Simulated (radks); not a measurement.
Co III, 25 electrons, occupied as [Ar] 3d7. All-electron calculation, scalar-relativistic Kohn-Sham, PBEsol, spin-polarised, spherical densities, finite nucleus; open shells are filled with parallel spins first; Fermi nuclear charge, rms radius 3.7875 fm; hard spherical wall at 20 bohr. Program: a radial shooting solver on a logarithmic mesh with Libxc functionals.

Normalised radial functions P(r) = r R(r), r in bohr:

```
   r/bohr * 3s down, o 3d up, + 4s up (the largest magnitude, 1.26, reaches the edge; | marks zero, & curves that meet)
 0.002137                             &*
 0.002429                             o+*
 0.002783                             o+*
 0.003163                             o+*
 0.003624                             o+*
 0.004152                             o+ *
 0.004718                             o+ *
 0.005406                             o+ *
 0.006144                             o+  *
 0.007039                             o+  *
 0.008065                             o+   *
 0.009166                             o +  *
   0.0105                             o +   *
  0.01194                             o +   *
  0.01367                             o +   *
  0.01567                             o +    *
  0.01781                             o +    *
   0.0204                             o +     *
  0.02318                             o  +    *
  0.02656                             o  +    *
  0.03043                             o  +    *
  0.03459                             o  +    *
  0.03963                             o +    *
  0.04504                             o +   *
   0.0516                             o +  *
  0.05912                             |& *
  0.06719                             +o*
  0.07698                            *+o
  0.08749                         *  +|o
   0.1002                       *   + | o
   0.1148                    *     +  | o
   0.1305                 *       +   |  o
   0.1495               *         +   |   o
   0.1713               *        +    |    o
   0.1947               *         +   |      o
   0.2231                 *       +   |       o
   0.2535                    *      + |         o
   0.2905                          * +|           o
   0.3328                             |+ *          o
   0.3782                             |  +     *      o
   0.4333                             |    +          * o
   0.4925                             |      +           o *
   0.5642                             |      +            o    *
   0.6464                             |      +             o     *
   0.7347                             |     +              o     *
   0.8418                             |  +                o   *
   0.9567                             +                  o *
    1.096                         +   |               *o
    1.256                     +       |           *  o
    1.427                  +          |       *    o
    1.635               +             |    *     o
    1.858              +              |  *     o
    2.129             +               |*     o
    2.439              +              |*   o
    2.772                +            *  o
    3.176                  +          * o
     3.61                     +       *o
    4.136                        +    *o
    4.739                          +  &
    5.386                           + &
     6.17                            +&
    7.013                             &
    8.034                             &
```

3s down: eigenvalue -119.20 eV, 2 radial nodes at r = 0.0732, 0.313 bohr, <r> = 0.776 bohr, 90 % of the charge inside 1.16 bohr. 3d up: eigenvalue -28.277 eV, 0 radial nodes, <r> = 1.01 bohr, 90 % of the charge inside 1.74 bohr. 4s up (empty): eigenvalue -21.177 eV, 3 radial nodes at r = 0.0729, 0.305, 0.951 bohr, <r> = 2.39 bohr, 90 % of the charge inside 3.53 bohr.
